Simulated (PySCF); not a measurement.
PySCF run on H

File input.py (PySCF 2.14):

```python
from pyscf import gto, scf

mol = gto.M(
    atom='H 0 0 0',
    basis='lanl2dz',
    charge=0,
    spin=1,
    verbose=4,
)
mf = scf.UHF(mol)
mf.kernel()
mf.dip_moment()
print('orbital energies (hartree):', [e[max(0, n-3):n+3].round(4) for e, n in zip(mf.mo_energy, mol.nelec)])
```

```bash
$ python input.py
```

The log (some set-up lines and the per-cycle HOMO/LUMO lines with their warnings removed):

```
PySCF version 2.14.0

[INPUT] Symbol           X                Y                Z      unit          X                Y                Z       unit  Magmom
[INPUT]  1 H      0.000000000000   0.000000000000   0.000000000000 AA    0.000000000000   0.000000000000   0.000000000000 Bohr   0.0

nuclear repulsion = 0
number of shells = 2
number of NR pGTOs = 4
number of NR cGTOs = 2
basis = lanl2dz
ecp = {}

******** 1 electron system ********

converged SCF energy = -0.497638539532297  <S^2> = 0.75  2S+1 = 2
Dipole moment(X, Y, Z, Debye):  0.00000,  0.00000,  0.00000
orbital energies (hartree): [array([-0.4976,  0.5267]), array([-0.4976,  0.5267])]
```

In short: E(SCF) = -0.497639 Eh, ⟨S²⟩ = 0.750.

Wall time 0.91 s on one thread of a shared host.

No search for the lowest solution was made.
